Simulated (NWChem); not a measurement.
System: C2H7NTi; SMILES [CH3][Ti]([CH3])=[NH]

Excerpt of the output:

```
             Northwest Computational Chemistry Package (NWChem) 7.3.0
             --------------------------------------------------------

                             Geometry "geometry" -> ""
                             -------------------------

 Output coordinates in angstroms (scale by  1.889725989 to convert to a.u.)

  No.       Tag          Charge          X              Y              Z
 ---- ---------------- ---------- -------------- -------------- --------------
    1 Ti                  22.0000    -0.12769300     0.27426200     0.00000000
    2 N                    7.0000    -1.57478700    -0.51449900     0.00000000
    3 H                    1.0000    -2.36051500    -1.16274700     0.00000000
    4 C                    6.0000     0.91951400    -0.31544400     1.71483200
    5 H                    1.0000     1.11529800    -1.39946200     1.63744300
    6 H                    1.0000     1.89801800     0.20075300     1.76593000
    7 H                    1.0000     0.37482600    -0.14647900     2.65884700
    8 C                    6.0000     0.91951400    -0.31544400    -1.71483200
    9 H                    1.0000     1.11529800    -1.39946200    -1.63744300
   10 H                    1.0000     0.37482600    -0.14647900    -2.65884700
   11 H                    1.0000     1.89801800     0.20075300    -1.76593000

 Effective nuclear repulsion energy (a.u.)     204.2817547039

                              NWChem Property Module
                              ----------------------

  itol2e modified to match energy
  convergence criterion.

                                 NWChem DFT Module
                                 -----------------

 Summary of "ao basis" -> "ao basis" (spherical)
 ------------------------------------------------------------------------------
       Tag                 Description            Shells   Functions and Types
 ---------------- ------------------------------  ------  ---------------------
 Ti                          6-31g*                 12       34   5s4p2d1f
 N                           6-31g*                  6       14   3s2p1d
 H                           6-31g*                  2        2   2s
 C                           6-31g*                  6       14   3s2p1d

  itol2e modified to match energy
  convergence criterion.

            General Information
            -------------------
          SCF calculation type: DFT
          Wavefunction type:  closed shell.
          No. of atoms     :    11
          No. of electrons :    48
           Alpha electrons :    24
            Beta electrons :    24
          Charge           :     0
          Spin multiplicity:     1
          Use of symmetry is: off; symmetry adaption is: off
          Maximum number of iterations: 150
          AO basis - number of functions:    90
                     number of shells:    44
          Convergence on energy requested:  1.00D-07
          Convergence on density requested:  1.00D-05
          Convergence on gradient requested:  5.00D-04

              XC Information
              --------------
                         B3LYP Method XC Potential
                     Hartree-Fock (Exact) Exchange  0.200
                        Slater Exchange Functional  0.800 local
                    Becke 1988 Exchange Functional  0.720 non-local
              Lee-Yang-Parr Correlation Functional  0.810
                  VWN I RPA Correlation Functional  0.190 local

[...]

          -----------------------
          Electric field gradient
          -----------------------

 1 a.u. = 0.324123 10**(16) esu/cm**3  ( or statvolts/cm**2 ) = 0.97174 10**(22) v/m**2

 ------------------------------------------------------------
   Atom      X         Y         Z
 ------------------------------------------------------------
    1 Ti  -0.24130   0.51828   0.00000
 ------------------------------------------------------------

 Electric field gradient in molecular frame (a.u.)
         XX             YY             ZZ             XY             XZ             YZ
 ------------------------------------------------------------------------------------------
        0.750778      -1.185314       0.434536       0.532293      -0.000000      -0.000000

 Principal components (a.u.) and orientation
 of principal axis w.r.t. absolute frame                      Asymmetry parameter eta
 --------------------------------------------------------------------------------------
       -1.322007       0.887471       0.434536                       0.342612

       -0.248730       0.968573       0.000000
        0.968573       0.248730       0.000000
        0.000000      -0.000000       1.000000

 ------------------------------------------------------------
   Atom      X         Y         Z
 ------------------------------------------------------------
    2 N   -2.97592  -0.97226   0.00000
 ------------------------------------------------------------

 Electric field gradient in molecular frame (a.u.)
         XX             YY             ZZ             XY             XZ             YZ
 ------------------------------------------------------------------------------------------
       -0.151244      -0.077192       0.228436      -0.076153       0.000000      -0.000000

 Principal components (a.u.) and orientation
 of principal axis w.r.t. absolute frame                      Asymmetry parameter eta
 --------------------------------------------------------------------------------------
        0.228436      -0.198895      -0.029541                       0.741364

        0.000000       0.847720      -0.530444
       -0.000000       0.530444       0.847720
        1.000000      -0.000000       0.000000

 ------------------------------------------------------------
   Atom      X         Y         Z
 ------------------------------------------------------------
    3 H   -4.46073  -2.19727   0.00000
 ------------------------------------------------------------

 Electric field gradient in molecular frame (a.u.)
         XX             YY             ZZ             XY             XZ             YZ
 ------------------------------------------------------------------------------------------
       -0.154058      -0.044009       0.198067      -0.284193      -0.000000      -0.000000

 Principal components (a.u.) and orientation
 of principal axis w.r.t. absolute frame                      Asymmetry parameter eta
 --------------------------------------------------------------------------------------
       -0.388504       0.198067       0.190437                       0.019640

        0.771391       0.000000      -0.636362
        0.636362      -0.000000       0.771391
        0.000000       1.000000       0.000000

 ------------------------------------------------------------
   Atom      X         Y         Z
 ------------------------------------------------------------
    4 C    1.73763  -0.59610   3.24056
 ------------------------------------------------------------

 Electric field gradient in molecular frame (a.u.)
         XX             YY             ZZ             XY             XZ             YZ
 ------------------------------------------------------------------------------------------
       -0.025993      -0.066578       0.092572      -0.057166       0.113162      -0.079003

 Principal components (a.u.) and orientation
 of principal axis w.r.t. absolute frame                      Asymmetry parameter eta
 --------------------------------------------------------------------------------------
        0.196915      -0.106960      -0.089956                       0.086353

        0.493757       0.592819       0.636215
       -0.346288       0.805147      -0.481480
        0.797677      -0.017420      -0.602834

 ------------------------------------------------------------
   Atom      X         Y         Z
 ------------------------------------------------------------
    5 H    2.10761  -2.64460   3.09432
 ------------------------------------------------------------

 Electric field gradient in molecular frame (a.u.)
         XX             YY             ZZ             XY             XZ             YZ
 ------------------------------------------------------------------------------------------
        0.128544      -0.272120       0.143576       0.073137       0.012150      -0.031423

 Principal components (a.u.) and orientation
 of principal axis w.r.t. absolute frame                      Asymmetry parameter eta
 --------------------------------------------------------------------------------------
       -0.287588       0.150670       0.136919                       0.047815

       -0.174760       0.577789       0.797257
        0.981637       0.039360       0.186651
        0.076466       0.815236      -0.574058

 ------------------------------------------------------------
   Atom      X         Y         Z
 ------------------------------------------------------------
    6 H    3.58673   0.37937   3.33712
 ------------------------------------------------------------

 Electric field gradient in molecular frame (a.u.)
         XX             YY             ZZ             XY             XZ             YZ
 ------------------------------------------------------------------------------------------
       -0.187121       0.044526       0.142595      -0.175896      -0.011278      -0.011731

[...]
```

Level: B3LYP/6-31G* (spherical d). Structure relaxed at the PBE0/def2-SVP level. Not confirmed as a minimum by frequencies. B3LYP is NWChem's, with the RPA form of VWN correlation. NWChem prints the field gradient with the sign opposite to the second derivative of the potential.

Task: Write an input that gives this output.

Result: Several could match; the one computed here: the input that was run:
```
start job
memory heap 200 mb stack 900 mb global 1100 mb
geometry units angstroms noautosym nocenter noautoz
  Ti    -0.127693     0.274262     0.000000
  N     -1.574787    -0.514499     0.000000
  H     -2.360515    -1.162747     0.000000
  C      0.919514    -0.315444     1.714832
  H      1.115298    -1.399462     1.637443
  H      1.898018     0.200753     1.765930
  H      0.374826    -0.146479     2.658847
  C      0.919514    -0.315444    -1.714832
  H      1.115298    -1.399462    -1.637443
  H      0.374826    -0.146479    -2.658847
  H      1.898018     0.200753    -1.765930
end
basis spherical
  * library 6-31g*
end
dft
  xc b3lyp
  iterations 150
end
property
  efieldgrad
end
task dft property
```
